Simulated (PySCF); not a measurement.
Stationary points of IS(OH)

All numbers come from PBE0/[I def2-TZVP with ECP28, S def2-TZVP, O def2-TZVP, H def2-TZVP], scalar-relativistic core potentials, density fitting, no spin–orbit coupling, PySCF.

Relaxations began from a few typed shapes. The search is not exhaustive: other isomers or separated fragments can lie lower, and high-lying points may rest on an excited occupation.

```tsv
spin	group	bonds	angles	imaginary modes (cm⁻¹)	ΔE (kJ/mol)	ΔE with ZPE (kJ/mol)
singlet	C1	I–O 1.986 Å, I–S 2.240 Å, O–H 0.966 Å	H–O–I 106.7°, O–I–S 108.3°	none	0.0	0.0
singlet	Cs	I–O 2.095 Å, I–S 2.333 Å, O–H 0.965 Å	H–O–I 111.7°, O–I–S 178.4°	228i	134.0	–
```

The lowest minimum found is the singlet C1: I–O 1.986 Å, I–S 2.240 Å, O–H 0.966 Å; H–O–I 106.7°, O–I–S 108.3°.
